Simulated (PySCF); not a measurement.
A compound of formula C28H14 has these computed shifts in ppm, with the number of atoms in brackets (GIAO OPBE/pcSseg-1, gas phase, PySCF SCF with an in-house response code, fitting set def2-universal-JFIT, grid level 2, non-relativistic, geometry: GFN2-xTB; 13C, 1H against isolated TMS).

1H: 9.79 (1), 9.69 (1), 9.67 (1), 9.12 (1), 9.05 (1), 8.91 (1), 8.89 (1), 8.88 (1), 8.73 (1), 8.64 (1), 8.41 (1), 8.35 (1), 8.31 (1), 7.53 (1)
13C: 138.4 (1), 130.2 (1), 129.9 (1), 129.9 (1), 129.5 (1), 128.7 (1), 127.9 (1), 127.4 (1), 126.9 (1), 126.3 (1), 125.8 (1), 124.2 (1), 124.0 (1), 124.0 (1), 123.8 (1), 123.6 (1), 123.6 (1), 123.5 (1), 122.5 (1), 121.6 (1), 121.3 (1), 120.8 (1), 120.7 (1), 120.6 (1), 117.8 (1), 117.6 (1), 114.6 (1), 112.5 (1)

(1) Which structure gave them?

## Answers

(1) C1=Cc2c3cc4ccccc4c4ccc5cc6cccc7cc1c2c(c76)c5c34. Other isomers were not compared.
